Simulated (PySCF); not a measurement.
Broadened absorption spectrum of C6H5Cl

Compound: C6H5Cl.
InChI=1S/C6H5Cl/c1-2-3-4-5-6-7/h1H,5-6H2

Computed, not measured: TDDFT PBE0/def2-SVPD, vertical, gas phase, core orbitals frozen in the response in PySCF. One conformer (not necessarily the lowest) at the GFN2-xTB geometry, without solvent, vibrations or thermal averaging. Torsions of this conformer, `[CH:1]#[C:2][C:3]#[C:4][CH2:5][CH2:6][Cl:7]`: C4–C5–C6–Cl7 180°.

Computed states:

| state | E (eV) | f |
| --- | --- | --- |
| S1 | 4.72 | 0.0000 |
| S2 | 4.96 | 0.0043 |
| S3 | 5.00 | 0.0001 |
| S4 | 6.77 | 0.304 |
| S5 | 6.81 | 0.0002 |
| S6 | 6.83 | 0.0004 |

Each state is given a Gaussian of 0.3 eV full width at half maximum, with ε(max) = 2.175×10⁸ f / Δν̃ (Δν̃ the width in cm⁻¹). The width is an assumption, not a result. The curve ends short of the highest state used, and states not computed would add to its high-energy end.

(1) Give the broadened spectrum and its maxima.

(2) On this curve, what absorbance would a 10⁻³ mol/L sample give at 248 nm over a 1 cm path?

(3) Coming from long wavelengths, where does ε first pass 100 L mol⁻¹ cm⁻¹?

## Answers

(1) 
(E (eV), ε (L mol⁻¹ cm⁻¹)): (4.27, 0), (4.36, 0), (4.44, 0), (4.53, 2), (4.61, 11), (4.70, 52), (4.78, 151), (4.87, 316), (4.95, 403), (5.04, 332), (5.12, 184), (5.21, 59), (5.29, 14), (5.38, 2), (5.46, 0), (5.55, 0), (5.63, 0), (5.72, 0), (5.80, 0), (5.89, 0), (5.97, 0), (6.06, 0), (6.14, 0), (6.23, 3)

Maxima: 250 nm (4.96 eV), ε about 400, made up of S2 (97%) (ε in L mol⁻¹ cm⁻¹; maxima over ε = 5, shares over 10%). At its high-energy end, 6.23 eV, the curve is still rising (ε about 3.1, from S4).

(2) 248 nm is 4.999 eV, where ε is about 390 L mol⁻¹ cm⁻¹, so A = ε c l ≈ 0.39 (Beer–Lambert, with the gas-phase spectrum and the assumed width).

(3) At about 261 nm (4.75 eV), 0.02 eV above S1.
